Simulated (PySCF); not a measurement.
**Germanium: a sound run and one with changed settings**

Sound run: Ge⁺ [Ar] 3d10 4s2 4p1, Ge²⁺ [Ar] 3d10 4s2. Computed with PySCF 2.14 in aug-cc-pVDZ-DK, with the spin-free X2C one-electron Hamiltonian (Gaussian nucleus). In the sound run the correlated levels freeze [Ar] 3d10. The sound run starts from symmetry-adapted Hartree-Fock orbitals and uses a fine grid where one is needed.

Changed run: a valence shell is frozen. This setting is unsound on purpose.

Ionisation energy of Ge⁺:

```csv
method,sound run (eV),changed run (eV)
UHF,15.231,15.231
MP2,15.380,15.231
SCS-MP2,15.360,15.231
CCSD,15.453,15.231
CCSD(T),15.466,15.231
CCSDT,n/a,15.231
FCI,n/a,15.231
```

Freezing a valence shell removes pair correlation that changes on ionisation.

For comparison, NIST gives 15.935 eV between the lowest levels.
